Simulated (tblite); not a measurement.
C24H19N (substituted PAH), SMILES CN(C)c1cc2c3ccccc3ccc2c2ccc3ccccc3c12 at step 2 of a GFN2-xTB optimisation (tblite, gas phase), coordinates in Å:

```
  1 C    -1.946    2.230    1.544
  2 N    -1.614    1.933    0.158
  3 C    -1.452    3.065   -0.738
  4 C    -0.681    0.859    0.014
  5 C     0.661    1.152    0.095
  6 C     1.692    0.191    0.048
  7 C     3.105    0.555    0.119
  8 C     3.605    1.874    0.211
  9 C     4.952    2.155    0.274
 10 C     5.894    1.119    0.249
 11 C     5.456   -0.175    0.157
 12 C     4.079   -0.476    0.095
 13 C     3.641   -1.824    0.001
 14 C     2.321   -2.138   -0.068
 15 C     1.278   -1.161   -0.041
 16 C    -0.138   -1.492   -0.106
 17 C    -0.557   -2.860   -0.153
 18 C    -1.856   -3.240   -0.236
 19 C    -2.898   -2.283   -0.318
 20 C    -4.231   -2.733   -0.442
 21 C    -5.269   -1.850   -0.565
 22 C    -4.979   -0.482   -0.580
 23 C    -3.681   -0.035   -0.450
 24 C    -2.566   -0.897   -0.291
 25 C    -1.156   -0.492   -0.130
 26 H    -2.262    1.324    2.075
 27 H    -1.103    2.676    2.096
 28 H    -2.781    2.930    1.584
 29 H    -2.363    3.669   -0.723
 30 H    -0.611    3.720   -0.474
 31 H    -1.314    2.718   -1.769
 32 H     0.941    2.189    0.225
 33 H     2.927    2.715    0.229
 34 H     5.301    3.184    0.346
 35 H     6.952    1.344    0.294
 36 H     6.178   -0.981    0.134
 37 H     4.392   -2.605   -0.029
 38 H     2.089   -3.184   -0.150
 39 H     0.162   -3.657   -0.112
 40 H    -2.120   -4.289   -0.256
 41 H    -4.434   -3.797   -0.447
 42 H    -6.285   -2.208   -0.662
 43 H    -5.795    0.230   -0.703
 44 H    -3.532    1.028   -0.507
```

**Question.** What are the forces on the atoms (eV/Å)?

**Answer.** 
```
  1 C     0.08    0.05   -0.14
  2 N    -0.49   -0.33   -0.22
  3 C     0.03   -0.09    0.21
  4 C    -0.24   -0.03    0.15
  5 C     0.03   -0.01   -0.03
  6 C     0.00    0.02   -0.04
  7 C    -0.05   -0.04    0.01
  8 C    -0.14   -0.01   -0.03
  9 C    -0.03   -0.08    0.01
 10 C    -0.15    0.10   -0.02
 11 C    -0.09    0.04    0.01
 12 C    -0.03   -0.12    0.00
 13 C    -0.15    0.18   -0.05
 14 C    -0.12   -0.02    0.02
 15 C    -0.01    0.07    0.00
 16 C     0.04   -0.10   -0.07
 17 C     0.04    0.12   -0.01
 18 C     0.10    0.20    0.03
 19 C     0.14    0.02    0.02
 20 C     0.14    0.14    0.01
 21 C     0.06    0.10    0.01
 22 C     0.09   -0.03    0.00
 23 C     0.22    0.15   -0.03
 24 C     0.01    0.01    0.05
 25 C     0.03   -0.04   -0.01
 26 H     0.19    0.07   -0.31
 27 H     0.01   -0.03   -0.02
 28 H     0.01    0.04   -0.14
 29 H     0.01   -0.06    0.13
 30 H     0.05    0.08   -0.01
 31 H     0.06   -0.11    0.32
 32 H    -0.09   -0.05   -0.02
 33 H    -0.09   -0.04    0.00
 34 H    -0.18   -0.24   -0.02
 35 H    -0.09   -0.01    0.01
 36 H    -0.12   -0.05    0.00
 37 H    -0.10    0.06    0.01
 38 H    -0.22   -0.17   -0.01
 39 H     0.29    0.04    0.02
 40 H     0.04    0.03    0.02
 41 H     0.15    0.05    0.01
 42 H     0.05    0.08    0.01
 43 H     0.31   -0.14    0.04
 44 H     0.23    0.12    0.10
```
